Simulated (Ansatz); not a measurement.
`[SiH3][C@H]1O[C@@H]1I`, relaxed with RKS PBE0-D4/def2-TZVP in the Gaussian-basis code of Ansatz from a PBE-D4/def2-SVP geometry. The force threshold is 0.005 eV/Å; the program also tests the step.

Total charge 0; spin multiplicity 1. I takes the def2 core potential.

Start:

```xyz
10

Si   -0.073    0.065   -1.564
C     0.552   -0.061    0.227
O     0.374    1.149    1.041
C    -0.357    0.029    1.390
I     0.155   -0.986    3.251
H     0.839    0.965   -2.349
H    -1.462    0.638   -1.538
H    -0.084   -1.304   -2.186
H     1.515   -0.576    0.420
H    -1.459    0.081    1.308
```

Q: By how much does the energy fall, and how many steps does the optimiser take? (An estimate is asked.)

A: The calculation gave: 5.60 kJ/mol, in 6 steps.

Q: Which bonds change most? (An estimate is asked.)

A: Computed: C4–I5 from 2.181 to 2.125 Å; Si1–C2 from 1.901 to 1.880 Å; C4–H10 from 1.106 to 1.086 Å; C2–H9 from 1.109 to 1.089 Å.

Q: Give the relaxed structure. (Estimate.)

A: The calculation gave: 
```xyz
10

Si   -0.074    0.068   -1.539
C     0.557   -0.048    0.228
O     0.374    1.139    1.044
C    -0.352    0.013    1.373
I     0.135   -0.980    3.187
H     0.826    0.937   -2.338
H    -1.443    0.641   -1.505
H    -0.100   -1.295   -2.130
H     1.507   -0.545    0.419
H    -1.430    0.070    1.261
```
